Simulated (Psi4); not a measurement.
Job for Psi4: SAPT0/jun-cc-pV(D+d)Z on C2HNO2 (a complex), monomers drawn apart or pushed together.

```
memory 2025 MB

molecule dimer {
0 1
O    -0.23082593    1.15738675   -0.46667028
C    -0.02348325    0.02262111   -0.34863643
O     0.18303087   -1.11515204   -0.26256003
--
0 1
C     0.10125075    0.45661993    4.21960131
N     0.06992689    0.34774652    3.07991883
H     0.13044567    0.55809817    5.28117694
units angstrom
symmetry c1
no_reorient
no_com
}

set {
  basis jun-cc-pV(D+d)Z
  scf_type df
  freeze_core true
}

energy('sapt0')
```

The log:

```
[...]
==> Input File <==

--------------------------------------------------------------------------
memory 2025 MB

molecule dimer {
0 1
O    -0.23082593    1.15738675   -0.46667028
C    -0.02348325    0.02262111   -0.34863643
O     0.18303087   -1.11515204   -0.26256003
--
0 1
C     0.10125075    0.45661993    4.21960131
N     0.06992689    0.34774652    3.07991883
H     0.13044567    0.55809817    5.28117694
units angstrom
symmetry c1
no_reorient
no_com
}

set {
  basis jun-cc-pV(D+d)Z
  scf_type df
  freeze_core true
}

energy('sapt0')
--------------------------------------------------------------------------


   => Loading Basis Set <=

    Name: JUN-CC-PV(D+D)Z
    Role: ORBITAL
    Keyword: BASIS
    atoms 1, 3 entry O          line   256 file jun-cc-pv_dpd_z.gbs
    atoms 2, 4 entry C          line   188 file jun-cc-pv_dpd_z.gbs
    atoms 5    entry N          line   222 file jun-cc-pv_dpd_z.gbs
    atoms 6    entry H          line    60 file jun-cc-pv_dpd_z.gbs

   => Loading Basis Set <=

    Name: JUN-CC-PV(D+D)Z
    Role: ORBITAL
    Keyword: BASIS
    atoms 1, 3 entry O          line   256 file jun-cc-pv_dpd_z.gbs
    atoms 2, 4 entry C          line   188 file jun-cc-pv_dpd_z.gbs
    atoms 5    entry N          line   222 file jun-cc-pv_dpd_z.gbs
    atoms 6    entry H          line    60 file jun-cc-pv_dpd_z.gbs


  //>>>>>>>>>>>>>>>>>>>>>>>>>>>>>>>>>>>//
  //              Dimer HF             //
  //<<<<<<<<<<<<<<<<<<<<<<<<<<<<<<<<<<<//

   => Libint2 <=

    Primary   basis highest AM E, G, H:  7, 6, 3
    Auxiliary basis highest AM E, G, H:  7, 7, 4
    Onebody   basis highest AM E, G, H:  -, -, -
    Solid Harmonics ordering:            Gaussian


   => Loading Basis Set <=

    Name: JUN-CC-PV(D+D)Z
    Role: ORBITAL
    Keyword: BASIS
    atoms 1, 3 entry O          line   256 file jun-cc-pv_dpd_z.gbs
    atoms 2, 4 entry C          line   188 file jun-cc-pv_dpd_z.gbs
    atoms 5    entry N          line   222 file jun-cc-pv_dpd_z.gbs
    atoms 6    entry H          line    60 file jun-cc-pv_dpd_z.gbs


         ---------------------------------------------------------
                                   SCF
               by Justin Turney, Rob Parrish, Andy Simmonett
                          and Daniel G. A. Smith
                              RHF Reference
                        1 Threads,   1931 MiB Core
         ---------------------------------------------------------

  ==> Geometry <==

    Molecular point group: c1
    Full point group: C1

    Geometry (in Angstrom), charge = 0, multiplicity = 1:

       Center              X                  Y                   Z               Mass
    ------------   -----------------  -----------------  -----------------  -----------------
         O           -0.230825930000     1.157386750000    -0.466670280000    15.994914619570
         C           -0.023483250000     0.022621110000    -0.348636430000    12.000000000000
         O            0.183030870000    -1.115152040000    -0.262560030000    15.994914619570
         C            0.101250750000     0.456619930000     4.219601310000    12.000000000000
         N            0.069926890000     0.347746520000     3.079918830000    14.003074004430
         H            0.130445670000     0.558098170000     5.281176940000     1.007825032230

  Running in c1 symmetry.

  Rotational constants: A =      0.39049  B =      0.04380  C =      0.03938 [cm^-1]
  Rotational constants: A =  11706.72500  B =   1312.97263  C =   1180.57037 [MHz]
  Nuclear repulsion =  122.026952667640387

  Charge       = 0
  Multiplicity = 1
  Electrons    = 36
  Nalpha       = 18
  Nbeta        = 18

  ==> Algorithm <==

  SCF Algorithm Type is DF.
  DIIS enabled.
  MOM disabled.
  Fractional occupation disabled.
  Guess Type is SAD.
  Energy threshold   = 1.00e-08
  Density threshold  = 1.00e-08
  Integral threshold = 1.00e-12

  ==> Primary Basis <==

  Basis Set: JUN-CC-PV(D+D)Z
    Blend: JUN-CC-PV(D+D)Z
    Number of shells: 43
    Number of basis functions: 95
    Number of Cartesian functions: 100
    Spherical Harmonics?: true
    Max angular momentum: 2

   => Loading Basis Set <=

    Name: (JUN-CC-PV(D+D)Z AUX)
    Role: JKFIT
    Keyword: DF_BASIS_SCF
    atoms 1, 3 entry O          line   258 file jun-cc-pvdz-jkfit.gbs
    atoms 2, 4 entry C          line   146 file jun-cc-pvdz-jkfit.gbs
    atoms 5    entry N          line   202 file jun-cc-pvdz-jkfit.gbs
    atoms 6    entry H          line    70 file jun-cc-pvdz-jkfit.gbs

  ==> Integral Setup <==

  DFHelper Memory: AOs need 0.030 GiB; user supplied 1.414 GiB.
  SCF_SUBTYPE=INCORE selected. In-core MEM_DF algorithm will be used.
  Using in-core AOs.

  ==> MemDFJK: Density-Fitted J/K Matrices <==

    J tasked:                   Yes
    K tasked:                   Yes
    wK tasked:                   No
    OpenMP threads:               1
    Algorithm:                 Core
    Schwarz Cutoff:           1E-12
    Mask sparsity (%):       4.7867
    
[...]
  NB   [     7 ]

  @DF-RHF Final Energy:   -92.88657090224659

   => Energetics <=

    Nuclear Repulsion Energy =             24.0565272965552950
    One-Electron Energy =                -172.7822522959985463
    Two-Electron Energy =                  55.8391540971966762
    Total Energy =                        -92.8865709022465751

Computation Completed


Properties will be evaluated at   0.000000,   0.000000,   0.000000 [a0]

Properties computed using the SCF density matrix


 Multipole Moments:

 ------------------------------------------------------------------------------------
     Multipole            Electronic (a.u.)      Nuclear  (a.u.)        Total (a.u.)
 ------------------------------------------------------------------------------------

 L = 1.  Multiply by 2.5417464519 to convert [e a0] to [Debye]
 Dipole X            :         -2.2841522            2.3195224            0.0353702
 Dipole Y            :        -10.7090530           10.8319921            0.1229391
 Dipole Z            :        -97.2781809           98.5647446            1.2865637
 Magnitude           :                                                    1.2929080

 ------------------------------------------------------------------------------------

  Constructing Basis Sets for SAPT...

   => Loading Basis Set <=

    Name: (JUN-CC-PV(D+D)Z AUX)
    Role: RIFIT
    Keyword: DF_BASIS_SAPT
    atoms 1, 3 entry O          line   188 file jun-cc-pvdz-ri.gbs
    atoms 2, 4 entry C          line   100 file jun-cc-pvdz-ri.gbs
    atoms 5    entry N          line   144 file jun-cc-pvdz-ri.gbs
    atoms 6    entry H          line    30 file jun-cc-pvdz-ri.gbs

   => Loading Basis Set <=

    Name: (JUN-CC-PV(D+D)Z AUX)
    Role: JKFIT
    Keyword: DF_BASIS_ELST
    atoms 1, 3 entry O          line   258 file jun-cc-pvdz-jkfit.gbs
    atoms 2, 4 entry C          line   146 file jun-cc-pvdz-jkfit.gbs
    atoms 5    entry N          line   202 file jun-cc-pvdz-jkfit.gbs
    atoms 6    entry H          line    70 file jun-cc-pvdz-jkfit.gbs


  //>>>>>>>>>>>>>>>>>>>>>>>>>>>>>>>>>>>//
  //               SAPT0               //
  //<<<<<<<<<<<<<<<<<<<<<<<<<<<<<<<<<<<//



        SAPT0
    Ed Hohenstein
     6 June 2009

      Orbital Information
  --------------------------
    NSO        =        95
    NMO        =        95
    NRI        =       339
    NRI (Elst) =       418
    NOCC A     =        11
    NOCC B     =         7
    FOCC A     =         3
    FOCC B     =         2
    NVIR A     =        84
    NVIR B     =        88

    Elst10,r            =    -0.002480497365 [Eh]
    Exch10              =     0.000697451014 [Eh]
    Exch10 (S^2)        =     0.000697040466 [Eh]

    Maxiter = 50
    CPHF R converge = 1.000000E-08

    Iter     Energy [mEh]          dE [mEh]         Residual      Time [s]
       1      -0.11609895       0.116098950     2.815239e-03             0
       2      -0.11664849       0.000549540     9.734640e-04             0
       3      -0.12427207       0.007623585     3.103773e-04             0
       4      -0.12582209       0.001550010     5.690741e-05             0
       5      -0.12543720      -0.000384884     1.722060e-05             0
       6      -0.12543910       0.000001895     5.413203e-06             0
       7      -0.12546193       0.000022838     8.536311e-07             0
       8      -0.12545977      -0.000002161     3.603678e-07             0
       9      -0.12545917      -0.000000603     6.420822e-08             0
      10      -0.12545933       0.000000156     1.080166e-08             0
      11      -0.12545931      -0.000000016     1.836021e-09             0

    CHF Iterations converged

    Maxiter = 50
    CPHF R converge = 1.000000E-08

    Iter     Energy [mEh]          dE [mEh]         Residual      Time [s]
       1      -0.20230761       0.202307612     3.673883e-03             0
       2      -0.21593358       0.013625964     1.341251e-03             0
       3      -0.24262285       0.026689279     2.014178e-04             0
       4      -0.24185113      -0.000771721     6.246496e-05             0
       5      -0.24159314      -0.000257997     2.126204e-05             0
       6      -0.24172360       0.000130466     9.482432e-06             0
       7      -0.24168744      -0.000036159     2.032343e-06             0
       8      -0.24169184       0.000004397     3.836247e-07             0
       9      -0.24169134      -0.000000503     4.432862e-08             0
      10      -0.24169136       0.000000024     6.892962e-09             0

    CHF Iterations converged

    Ind20,r (A<-B)      =    -0.000125459312 [Eh]
    Ind20,r (B<-A)      =    -0.000241691362 [Eh]
    Ind20,r             =    -0.000367150673 [Eh]
    Exch-Ind20,r (A<-B) =     0.000009906216 [Eh]
    Exch-Ind20,r (B<-A) =     0.000160250747 [Eh]
    Exch-Ind20,r        =     0.000170156964 [Eh]
    Disp20              =    -0.000859748059 [Eh]
    Disp20 (SS)         =    -0.000429874030 [Eh]
    Disp20 (OS)         =    -0.000429874030 [Eh]
    Exch-Disp20         =     0.000048384820 [Eh]
    Exch-Disp20 (SS)    =     0.000026843984 [Eh]
    Exch-Disp20 (OS)    =     0.000021540836 [Eh]

    SAPT Results
  --------------------------------------------------------------------------------------------------------
    Electrostatics                 -2.48049736 [mEh]      -1.55653560 [kcal/mol]      -6.51254493 [kJ/mol]
      Elst10,r                     -2.48049736 [mEh]      -1.55653560 [kcal/mol]      -6.51254493 [kJ/mol]

    Exchange                        0.69745101 [mEh]       0.43765712 [kcal/mol]       1.83115739 [kJ/mol]
      Exch10                        0.69745101 [mEh]       0.43765712 [kcal/mol]       1.83115739 [kJ/mol]
      Exch10(S^2)                   0.69704047 [mEh]       0.43739950 [kcal/mol]       1.83007949 [kJ/mol]

    Induction                      -0.22013663 [mEh]      -0.13813782 [kcal/mol]      -0.57796865 [kJ/mol]
      Ind20,r                      -0.36715067 [mEh]      -0.23039053 [kcal/mol]      -0.96395396 [kJ/mol]
      Exch-Ind20,r                  0.17015696 [mEh]       0.10677511 [kcal/mol]       0.44674705 [kJ/mol]
      delta HF,r (2)               -0.02314292 [mEh]      -0.01452240 [kcal/mol]      -0.06076174 [kJ/mol]

    Dispersion                     -0.81136324 [mEh]      -0.50913812 [kcal/mol]      -2.13023389 [kJ/mol]
      Disp20                       -0.85974806 [mEh]      -0.53950005 [kcal/mol]      -2.25726822 [kJ/mol]
      Exch-Disp20                   0.04838482 [mEh]       0.03036193 [kcal/mol]       0.12703433 [kJ/mol]
      Disp20 (SS)                  -0.42987403 [mEh]      -0.26975003 [kcal/mol]      -1.12863411 [kJ/mol]
      Disp20 (OS)                  -0.42987403 [mEh]      -0.26975003 [kcal/mol]      -1.12863411 [kJ/mol]
      Exch-Disp20 (SS)              0.02684398 [mEh]       0.01684485 [kcal/mol]       0.07047887 [kJ/mol]
      Exch-Disp20 (OS)              0.02154084 [mEh]       0.01351708 [kcal/mol]       0.05655546 [kJ/mol]

  Total HF                         -2.00318298 [mEh]      -1.25701630 [kcal/mol]      -5.25935620 [kJ/mol]
  Total SAPT0                      -2.81454622 [mEh]      -1.76615442 [kcal/mol]      -7.38959009 [kJ/mol]

  Special recipe for scaled SAPT0 (see Manual):
    Electrostatics sSAPT0          -2.48049736 [mEh]      -1.55653560 [kcal/mol]      -6.51254493 [kJ/mol]
    Exchange sSAPT0                 0.69745101 [mEh]       0.43765712 [kcal/mol]       1.83115739 [kJ/mol]
    Induction sSAPT0               -0.21983580 [mEh]      -0.13794904 [kcal/mol]      -0.57717880 [kJ/mol]
    Dispersion sSAPT0              -0.81127769 [mEh]      -0.50908444 [kcal/mol]      -2.13000929 [kJ/mol]
  Total sSAPT0                     -2.81415984 [mEh]      -1.76591196 [kcal/mol]      -7.38857564 [kJ/mol]
  --------------------------------------------------------------------------------------------------------



*** Psi4 exiting successfully. Buy a developer a beer!
```

The run finished.

Cost: around 7 core-seconds (rough).
